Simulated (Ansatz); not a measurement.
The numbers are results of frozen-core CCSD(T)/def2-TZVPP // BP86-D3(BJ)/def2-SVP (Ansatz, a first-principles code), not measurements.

Ansatz 0.2 input:
```yaml
crystal:
  periodic: [false, false, false]
  atoms:
    - { symbol: Zr, position_ang: [-0.164212, -0.050602, -0.174007] }
    - { symbol: N, position_ang: [-0.320539, -1.784507, -1.277061] }
    - { symbol: H, position_ang: [-0.360883, -2.758884, -0.954067] }
    - { symbol: H, position_ang: [-0.493103, -1.787714, -2.291754] }
    - { symbol: N, position_ang: [-0.588437, -0.432362, 1.806705] }
    - { symbol: H, position_ang: [0.098924, -0.839069, 2.45607] }
    - { symbol: H, position_ang: [-1.425372, -0.194588, 2.352868] }
    - { symbol: N, position_ang: [-1.489958, 1.331888, -0.932223] }
    - { symbol: H, position_ang: [-1.334222, 2.31246, -1.195199] }
    - { symbol: H, position_ang: [-2.457468, 1.091292, -1.188858] }
    - { symbol: N, position_ang: [1.758214, 0.677165, -0.301956] }
    - { symbol: H, position_ang: [2.145737, 1.345608, 0.378324] }
    - { symbol: H, position_ang: [2.519347, 0.401748, -0.934236] }
basis:
  gaussian: { orbitals: def2-TZVPP }
correlation:
  method: ccsd_t
```

Output:

```
Functional definition: HF
1755 factors; integrals over basis functions are off by at most 1.2e-3 eV
mean field evaluation 1: about -7316.0630 eV, gradient 7.3e1 eV
mean field evaluation 2: about -7316.1627 eV, gradient 7.3e1 eV
mean field evaluation 4: about -7326.3338 eV, gradient 4.0e0 eV
mean field evaluation 8: about -7326.4241 eV, gradient 3.0e-1 eV
mean field evaluation 16: about -7326.4246 eV, gradient 1.7e-6 eV
mean field -7326.42456129 eV, -269.2411365986 hartree, gradient 1.7e-6 eV, S^2 0.000000; 0 other end points of the search recorded, 0 dependent functions left out
4 core orbitals not correlated
reference -7326.42456129 eV, -269.2411365986 hartree; 20, 20 occupied and 268, 268 virtual orbitals, 1755 factors
second order -33.54622391 eV of doubles, -0.00000000 eV of singles
cycle   1  -33.19616916 eV  change    3.5e-1 eV  update   1.5e-1
cycle   2  -33.94308656 eV  change   -7.5e-1 eV  update   5.2e-2
cycle   3  -34.18455207 eV  change   -2.4e-1 eV  update   2.9e-2
cycle   4  -34.17172174 eV  change    1.3e-2 eV  update   9.3e-3
cycle   5  -34.16546886 eV  change    6.3e-3 eV  update   4.2e-3
cycle   6  -34.16754915 eV  change   -2.1e-3 eV  update   1.3e-3
cycle   7  -34.16698820 eV  change    5.6e-4 eV  update   5.5e-4
cycle   8  -34.16688624 eV  change    1.0e-4 eV  update   1.4e-4
cycle   9  -34.16696388 eV  change   -7.8e-5 eV  update   6.3e-5
cycle  10  -34.16694471 eV  change    1.9e-5 eV  update   2.0e-5
perturbative correction -1.47207640 eV, -0.0540978099 hartree
Total energy: -7362.06358241 eV, -270.5508464675 hartree
```

Cost: roughly 26 core-minutes.
